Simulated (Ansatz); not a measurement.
A nudged elastic band was laid between two geometries of BClFGeH4N (9 atoms, charge 0, multiplicity 1).

The calculation used RKS PBE-D4/def2-SVP (Ansatz 0.2.0).

```
movable images  : 7
climbing image  : yes
spring          : 5.0 eV/Å²
optimiser       : quadratic models (default)
start path      : IDPP
force threshold : 0.05 eV/Å
iteration limit : 60
end points      : relaxed
```

First end point:

```xyz
9
Properties=species:S:1:pos:R:3
F -0.541 1.561 2.283
B -0.505 0.571 1.380
Cl -1.433 -0.914 1.732
N 0.232 0.676 0.190
Ge 0.360 -0.636 -1.144
H 0.747 1.548 0.034
H -1.044 -0.919 -1.728
H 0.983 -1.919 -0.548
H 1.290 -0.014 -2.216
```

Last end point:

```xyz
9
Properties=species:S:1:pos:R:3
F -0.637 1.885 1.996
B -0.658 1.109 0.902
Cl -2.054 1.260 -0.202
N 0.371 0.198 0.616
Ge 0.445 -0.936 -0.875
H 1.150 0.145 1.278
H -0.772 -1.891 -0.862
H 1.768 -1.726 -0.700
H 0.475 -0.090 -2.170
```

**Question.** What changes between the two ends?

**Answer.** No bond is made or broken. The dihedral B2–N4–Ge5–H7 goes from 61 to -61°. The two ends are copies of one structure, up to a mirror image or an exchange of like atoms.

**Question.** Give the energies along the band, and the barrier.

**Answer.** The forces met the threshold. The highest image is number 4 of 0 to 8, 0.046 eV above the ends, which have the same energy within 2 meV. A vibrational analysis at the climbing image gives one clearly imaginary mode, 85i cm⁻¹: a first-order saddle point.

```csv
image,path coordinate (Å),energy (eV),dihedral B2–N4–Ge5–H7 (°)
0,0.00,0.000,61
1,0.50,0.008,47
2,0.99,0.026,32
3,1.49,0.041,16
4,1.99,0.046,0
5,2.48,0.041,-16
6,2.97,0.026,-31
7,3.46,0.009,-46
8,3.95,0.000,-61
```

**Question.** What is the geometry of the highest image?

**Answer.** 
```xyz
9
Properties=species:S:1:pos:R:3
F -0.546 1.696 2.170
B -0.708 0.811 1.173
Cl -2.354 0.178 0.908
N 0.389 0.418 0.387
Ge 0.480 -0.777 -1.052
H 1.279 0.858 0.646
H -0.939 -1.326 -1.284
H 1.480 -1.902 -0.679
H 1.008 -0.002 -2.287
```

**Question.** What are the harmonic wavenumbers there?

**Answer.** 85i, 107, 124, 313, 365, 503, 507, 586, 630, 638, 772, 811, 837, 860, 1149, 1214, 1448, 2087, 2089, 2152, 3498 cm⁻¹.

The band took 6 iterations and of the order of 3 core-minutes.

The run took 97 s on 2 threads of Arm Neoverse V1, with other jobs on the host, peak memory 0.16 GiB.
